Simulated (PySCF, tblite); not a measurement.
Calculations on `Cc1cc[c]nc1F` [radical], in the order of a workflow; each names the level of the geometry that it ran on. Settings lines and outputs come from a driver script.

Species: C6H5FN (doublet state).
Bonds: C1–C2, C2–C3 (aromatic), C3–C4 (aromatic), C4–C5 (aromatic), C5–N6 (aromatic), N6–C7 (aromatic), C7–F8, C2–C7 (aromatic). Hydrogens: H9, H10, H11 on C1; H12 on C3; H13 on C4.

Step 1: GFN2-xTB geometry optimisation, gas phase (tblite 0.8.0) (from a force-field or distance-geometry start)
```json
{"job": {"kind": "relax", "xc": "GFN2-xTB", "basis": "xTB"}, "charge": 0, "multiplicity": 2}
```
```
step      E/eV     max force
  0    -624.41494    3.113
  1    -624.55131    1.326
  2    -624.57864    0.407
...
 10    -624.60003    0.021
 11    -624.60009    0.020
 12    -624.60012    0.017
 13    -624.60014    0.013
 14    -624.60015    0.008
```

Energy lowered by 4.3 kcal/mol over 14 steps; largest atomic force 0.008 eV/Å at the end. «max force» is the largest atomic force in eV/Å.

Step 2: GFN2-xTB harmonic vibrations, gas phase (tblite 0.8.0) (on the GFN2-xTB geometry)
```json
{"job": {"kind": "ir", "xc": "GFN2-xTB", "basis": "xTB"}, "charge": 0, "multiplicity": 2}
```
```
(table of modes left out)
```

33 modes from -40 to 3112 cm⁻¹ (unscaled, harmonic, a negative number standing for an imaginary wavenumber); zero-point energy 58.0 kcal/mol from the real modes; the lowest is imaginary at this level.

Step 3: UKS B3LYP, pcH-1 on C F H N, non-relativistic, mean-field spin-orbit, GIAO (PySCF 2.14.0) (on the GFN2-xTB geometry)
```json
{"job": {"kind": "epr", "basis": "pcH-1"}, "charge": 0, "multiplicity": 2}
```
```
...
E = -386.18750719 Eh   <S^2> = 0.7554 (exact 0.7500)
g shifts (ppm)      1          2          3
  rmc          -194       -194       -194
  gc             11         30       -144
  oz_so       -1725         27       1407
  total       -1908       -137       1068
hyperfine (MHz)  atom isotope    a_iso     a_fc   dipolar eigenvalues
    0   13C       6.33       6.33     -0.68     -0.48      1.15
    1   13C      -3.99      -3.99     -6.48      2.07      4.40
    2   13C      33.88      33.88     -4.32     -3.00      7.31
    3   13C      76.85      76.85    -15.70     -6.87     22.57
    4   13C     539.21     539.21    -66.96    -53.60    120.56
    5   14N      96.98      96.98     -7.86     -4.00     11.86
    6   13C      72.27      72.27     -8.49     -6.20     14.69
    7   19F     -14.48     -14.48    -10.07      3.67      6.40
    8    1H      -2.44      -2.44     -0.82     -0.63      1.45
    9    1H      -0.24      -0.24     -0.87     -0.50      1.38
   10    1H      -4.44      -4.44     -0.74     -0.62      1.37
   11    1H      21.66      21.66     -2.67     -1.73      4.40
   12    1H      14.47      14.47     -7.52     -5.62     13.14
```

⟨S²⟩ 0.755; g_iso 2.0020. rmc, gc and oz_so are the mass-correction, gauge-correction and orbital-Zeeman/spin–orbit parts of the g shift along its three principal axes; a_iso is the isotropic hyperfine coupling and a_fc its Fermi-contact part. The log counts atoms from 0, this text from 1.

Problem. Which step took the most CPU time, and about what did each take on one thread of an Arm Neoverse V1, no GPU, shared host?

Solution. Step 3, about 99 % of the total. CPU time by step: 1: under 0.1 s, 2: 0.36 s, 3: 75 s.

Geometry of the electronic-property runs (GFN2-xTB):
```
atom  x, y, z in Å
C1    -1.783   -0.413   -0.067
C2    -0.350    0.013    0.001
C3     0.713   -0.884   -0.050
C4     2.033   -0.446    0.004
C5     2.195    0.917    0.111
N6     1.237    1.770    0.159
C7    -0.011    1.361    0.105
F8    -0.965    2.297    0.159
H9    -2.380    0.146    0.651
H10   -1.878   -1.476    0.138
H11   -2.186   -0.212   -1.060
H12    0.507   -1.942   -0.134
H13    2.863   -1.131   -0.034
```

 GFN2-xTB frequencies show an imaginary mode (40i cm⁻¹), so this geometry is no minimum at that level. (This holds for the electronic-property runs.)
